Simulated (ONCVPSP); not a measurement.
**Scattering properties, ONCV potential for strontium**

Sr (Z = 38), optimised norm-conserving Vanderbilt (ONCV), made with ONCVPSP 4.0.1 (PBEsol, non-relativistic). Core [Ar] 3d10, reference 4s2 4p6 5s1 (charge +1). Waves: 4s+5s: rc 2.45 bohr, ncon 4, nbas 8, qcut 3.8 1/bohr, 2 projectors; 4p: rc 2.05 bohr, ncon 3, nbas 7, qcut 8.2 1/bohr, 1 projector; d scattering state at 0.19 Ha: rc 2.45 bohr, ncon 4, nbas 8, qcut 4.6 1/bohr, 3 projectors, debl 2.8 Ha. Local part: polynomial inside 1.90 bohr (lpopt 5, dvloc0 0 Ha). Core correction: Teter function, fcfact 3, rcfact 1.1.

In the d channel the program set the typed energies aside and used 0.050, 2.850, 5.650 Ha.

The phase is arctan(r·R′/R) of the radial function R(r), unwrapped; energies in Ha, scanned from -3 to 5 Ha. A pole is an energy at which the radial function vanishes at the test radius. The pseudo phase is shifted by a multiple of π to meet the all-electron one at the reference energy, and phase errors are pseudo minus all-electron; the curves can meet again beyond the range given. Levels narrower than the energy grid can be missing from the lists of poles.

| channel | radius (bohr) | reference energy (Ha) | poles, all-electron | poles, pseudo | unbroken range about the reference energy with phases within 0.05 rad | phase error 1 Ha above the reference energy (rad) |
| --- | --- | --- | --- | --- | --- | --- |
| s | 2.49 | -0.30 | -1.56, 2.28 | -1.56, 2.08, 4.38 | below 2.5 | -0.004 |
| p | 2.08 | -1.07 | -0.47 | -0.47 | the whole range | +0.001 |
| d | 2.49 | 0.05 | 0.37, 3.97 | 0.37, 3.97 | the whole range | -0.001 |

Phases in the s channel:

| E (Ha) | all-electron | pseudo |
| --- | --- | --- |
| -2.98 | 1.311 | 1.311 |
| -2.76 | 1.285 | 1.285 |
| -2.54 | 1.247 | 1.247 |
| -2.32 | 1.183 | 1.183 |
| -2.10 | 1.036 | 1.035 |
| -1.88 | 0.243 | 0.242 |
| -1.66 | -1.413 | -1.414 |
| -1.44 | -1.672 | -1.672 |
| -1.22 | -1.780 | -1.780 |
| -1.00 | -1.865 | -1.865 |
| -0.78 | -1.959 | -1.959 |
| -0.56 | -2.089 | -2.089 |
| -0.34 | -2.305 | -2.305 |
| -0.12 | -2.714 | -2.714 |
| 0.10 | -3.376 | -3.378 |
| 0.32 | -3.931 | -3.934 |
| 0.54 | -4.226 | -4.230 |
| 0.76 | -4.385 | -4.390 |
| 0.98 | -4.482 | -4.488 |
| 1.20 | -4.548 | -4.555 |
| 1.42 | -4.596 | -4.604 |
| 1.64 | -4.633 | -4.645 |
| 1.86 | -4.664 | -4.680 |
| 2.08 | -4.691 | -4.713 |
| 2.30 | -4.715 | -4.748 |
| 2.52 | -4.738 | -4.791 |
| 2.74 | -4.761 | -4.855 |
| 2.96 | -4.786 | -4.995 |
| 3.18 | -4.813 | -5.723 |
| 3.40 | -4.845 | -7.424 |
| 3.62 | -4.886 | -7.678 |
| 3.84 | -4.942 | -7.762 |
| 4.06 | -5.029 | -7.809 |
| 4.28 | -5.185 | -7.841 |
| 4.50 | -5.534 | -7.869 |
| 4.72 | -6.350 | -7.893 |
| 4.94 | -7.100 | -7.918 |
